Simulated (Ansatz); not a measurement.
Molecule: dihydroxysilane, sum formula H$_{4}$SiO$_{2}$, charge 0, multiplicity 1. 
Coordinates optimised at B3LYP-D3(BJ)/def2-TZVP (Ansatz, an electronic-structure program):
```xyz
7

Si    -0.2925    -0.2931     0.1712
O     -0.7095     1.2473    -0.2304
O      1.2327    -0.7182    -0.2769
H     -1.1896    -1.1614    -0.6019
H     -0.4295    -0.4631     1.6397
H     -0.4451     1.9714     0.3410
H      1.9733    -0.4760     0.2832
```
Charge 0, spin multiplicity 1.

Atomisation energy built up term by term with Ansatz (kcal/mol; UHF references for open shells; valence terms freeze the core; atomic spin-orbit terms are left out). CBS(X,Y): correlation extrapolated as X^-3; Hartree-Fock from the larger set (for Q and 5 zeta extrapolated as (X+1)exp(-9√X)).

```csv
term,basis,kcal/mol
Hartree-Fock,"CBS(cc-pV(Q+d)Z,cc-pV(5+d)Z)",…
CCSD correlation,"CBS(cc-pV(Q+d)Z,cc-pV(5+d)Z)",164.74
(T),"CBS(cc-pV(Q+d)Z,cc-pV(5+d)Z)",…
core correlation,cc-pwCVTZ,0.62
scalar relativity (X2C),cc-pVTZ-DK against cc-pVTZ,-1.37
sum: De,,…
```

**Question.** Complete the blanks.

**Answer.** 
- Hartree-Fock, kcal/mol: 434.93
- (T), kcal/mol: 9.15
- sum: De, kcal/mol: 608.1
